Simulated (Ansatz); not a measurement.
C₂H₃BClNO₂, SMILES `C=NC(=O)OBCl` at its PBE0-D4/def2-TZVP geometry, where that method's forces vanish. Total charge 0; spin multiplicity 1.

```xyz
10

C    -1.6115   -1.3178    0.8253
N    -0.5177   -0.6992    0.8888
C    -0.2898    0.4305    0.1208
O    -0.7832    1.5010    0.2821
O     0.6290    0.1585   -0.8531
B     1.8262    0.7701   -1.0296
Cl    2.5013    1.8541    0.1592
H    -1.7722   -2.1682    1.4853
H    -2.4172   -1.0440    0.1381
H     2.4351    0.5150   -2.0170
```

(1) What forces (eV/Å) does B3LYP-D4/def2-TZVPP give on these atoms in Ansatz 0.2.0? (Estimate.)

Results:

(1) The calculation gave: 
```
C1  -0.188 -0.171  0.043
N2   0.060 -0.054  0.094
C3  -0.043 -0.078  0.076
O4  -0.143  0.294  0.042
O5   0.131 -0.062 -0.204
B6   0.122 -0.114 -0.284
Cl7  0.097  0.130  0.134
H8  -0.014  0.051 -0.052
H9   0.045 -0.026  0.047
H10 -0.067  0.029  0.105
```

B3LYP here is the variant with VWN-RPA as its local correlation; programs differ in this.
